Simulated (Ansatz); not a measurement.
C3H9Bi⁺, that is BiMe3 with one electron fewer, relaxed as a doublet with UKS PBE0-D4/def2-SVP in Ansatz, starting from the PBE0-D4/def2-SVP geometry of the neutral singlet. Force threshold 0.02 eV/Å.

In the def2 sets Bi takes a core potential; there is no spin–orbit coupling. The relaxation made no stability test and no search for a lower SCF solution.

Start:

```xyz
13

Bi    1.266    0.229    0.051
C     0.386   -1.713   -0.739
H     0.734   -1.884   -1.768
H    -0.711   -1.647   -0.726
H     0.713   -2.548   -0.104
C    -0.184    1.510   -1.142
H    -1.202    1.116   -1.022
H     0.097    1.491   -2.204
H    -0.143    2.546   -0.776
C    -0.077    0.225    1.885
H    -0.079    1.226    2.339
H     0.300   -0.503    2.618
H    -1.100   -0.047    1.587
```

```
step  energy (eV)  largest force component (eV/Å)  SCF passes
   1   -9083.2036                           2.457          19
   2   -9083.5578                           0.355          20
   3   -9083.6442                           0.245          19
   4   -9083.6941                           0.281          20
   5   -9083.7000                           0.075          20
   6   -9083.7003                           0.047          16
   7   -9083.7004                           0.003          15
```

Force components are those of the run's own axes.

End:

```xyz
13

Bi    0.8273    0.1511    0.0355
C     0.4069   -1.8861   -0.8122
H     0.8478   -1.9388   -1.8153
H    -0.6898   -1.9697   -0.8497
H     0.8450   -2.6338   -0.1395
C    -0.2211    1.6565   -1.2606
H    -1.2854    1.3779   -1.2348
H     0.1898    1.5814   -2.2750
H    -0.0560    2.6526   -0.8315
C    -0.1065    0.2442    2.0764
H     0.0194    1.2627    2.4641
H     0.3910   -0.4951    2.7162
H    -1.1684   -0.0027    1.9265
```

By distances, no bond broke or formed. The bond that changes most is Bi1–C2, from 2.27 to 2.25 Å (atoms count from 1).

No frequencies were taken in this run, so the end may be a saddle point.

Run time 13 s (4 threads of Arm Neoverse V2 on a shared host).
